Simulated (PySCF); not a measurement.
# Spin-Hamiltonian simulation

Molecule: SMILES OB(O)CB(F)F, CH4B2F2O2.

Geometry:
```json
{"atom": "O1", "x (Å)": "-1.158", "y (Å)": "0.129", "z (Å)": "-1.452"}
{"atom": "B2", "x (Å)": "-0.797", "y (Å)": "0.074", "z (Å)": "-0.138"}
{"atom": "O3", "x (Å)": "-1.385", "y (Å)": "0.811", "z (Å)": "0.848"}
{"atom": "C4", "x (Å)": "0.394", "y (Å)": "-0.880", "z (Å)": "0.265"}
{"atom": "B5", "x (Å)": "1.701", "y (Å)": "-0.043", "z (Å)": "0.261"}
{"atom": "F6", "x (Å)": "2.159", "y (Å)": "0.568", "z (Å)": "1.343"}
{"atom": "F7", "x (Å)": "2.410", "y (Å)": "0.141", "z (Å)": "-0.842"}
{"atom": "H8", "x (Å)": "-1.865", "y (Å)": "0.746", "z (Å)": "-1.662"}
{"atom": "H9", "x (Å)": "-2.090", "y (Å)": "1.400", "z (Å)": "0.561"}
{"atom": "H10", "x (Å)": "0.209", "y (Å)": "-1.279", "z (Å)": "1.273"}
{"atom": "H11", "x (Å)": "0.465", "y (Å)": "-1.689", "z (Å)": "-0.476"}
```

In vacuum, non-relativistic, rapidly exchanging positions averaged, one conformer. Spin–spin couplings from B3LYP/pcJ-1 (spin–dipole term only in couplings to heteroatoms); PBE0-D3(BJ)/def2-SVP structure; KT3/pcSseg-2 with gauge-including orbitals; PySCF 2.14.0 with density-fitted response routines.

Shifts are taken against calculated references (same method and geometry level): 1H (σ = 31.35 ppm) against TMS.

Shifts (ppm): F6/F7 -95.8, H10/H11 0.77.
Couplings (Hz): F6–F7: -209.6; F6–H10, F6–H11, F7–H10, F7–H11: 9.8; H10–H11: -7.8.

The 4-spin Hamiltonian (Zeeman plus full scalar coupling among like nuclei) was diagonalised exactly; lines are Lorentzian, 1.0 Hz wide, and the maxima above 3 % are listed with the tallest set to 100.

Q: Give the 1H peak list of this spin system at 200 MHz.

A: 
δ in ppm (height): 0.819 (50), 0.770 (100), 0.721 (50)

Q: And at 700 MHz?

A: 
δ in ppm (height): 0.784 (50), 0.770 (100), 0.756 (50)

OH and NH positions are those of a molecule without intermolecular hydrogen bonds; in solution they move with solvent, concentration and temperature, and exchange usually removes their couplings. Only one conformer was computed, so three-bond couplings in flexible chains and rings are approximate.
